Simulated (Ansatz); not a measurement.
Basis sets compared for Ga₆N₇H₂₀⁺, a cluster cut from zinc blende GaN (hydrogen-capped). Total charge 1; singlet. Geometry r2SCAN-D4/def2-SVP. Ansatz on 2 threads of AMD EPYC 7R13 on a shared host and a share (18 GiB) of an NVIDIA H100 80GB HBM3; times are rough, and most runs start from earlier orbitals.

Cartesian coordinates in Å:
```
N -2.5691 0.9893 0.9051
N 3.0519 -1.1622 0.8033
N 0.2229 2.0110 0.0080
N 0.0634 -0.5873 1.6237
N -1.9919 -1.7145 -0.4645
N 0.8230 -0.6602 -1.3681
N -1.8147 0.9181 -2.0642
Ga 1.9804 -0.3384 2.2875
Ga -0.6651 1.1951 1.5856
Ga -2.9487 -0.0175 -0.7486
Ga 2.8276 -0.4213 -1.0490
Ga 0.1858 1.1138 -1.7630
Ga -0.0156 -1.6947 0.0374
H -2.9846 1.9254 0.8337
H -3.1028 0.5696 1.6753
H 2.9942 -2.1860 0.8140
H 4.0312 -0.9720 1.0472
H -0.0411 2.9974 -0.0832
H 1.2219 2.0521 0.2611
H -0.3648 -1.1117 2.3948
H -2.4838 -2.2625 0.2508
H -2.0887 -2.2998 -1.3023
H 0.8075 -1.2240 -2.2253
H -2.2026 1.8520 -2.2412
H -1.9217 0.4586 -2.9763
H 2.2211 1.2127 2.1414
H 2.1357 -1.1637 3.5990
H -0.7071 2.0717 2.8638
H -4.4486 -0.1387 -1.1269
H 2.9891 1.1376 -0.8785
H 3.5783 -1.3062 -2.0876
H 0.7689 1.9308 -2.9447
H 0.4480 -3.1746 0.1914
```

Single mean-field runs in def2-TZVP are fitted with def2-universal-jkfit.

```json
{"level": "PBE-D4/def2-SVP", "functions": "390", "energy (Eh)": "-11940.6580", "HOMO (eV)": "-9.37", "LUMO (eV)": "-4.34", "wall time": "14 s"}
{"level": "PBE0-D4/def2-SVP", "functions": "390", "energy (Eh)": "-11940.9505", "HOMO (eV)": "-10.62", "LUMO (eV)": "-3.46", "wall time": "14 s"}
```

Problem. Estimate the rows for PBE-D4/def2-TZVP (with forces), PBE0-D4/def2-TZVP.

Solution. 
```json
{"level": "PBE-D4/def2-TZVP (with forces)", "functions": "625", "energy (Eh)": "-11942.5844", "HOMO (eV)": "-9.42", "LUMO (eV)": "-4.63", "wall time": "14 s"}
{"level": "PBE0-D4/def2-TZVP", "functions": "625", "energy (Eh)": "-11942.8642", "HOMO (eV)": "-10.65", "LUMO (eV)": "-3.79", "wall time": "16 s"}
```
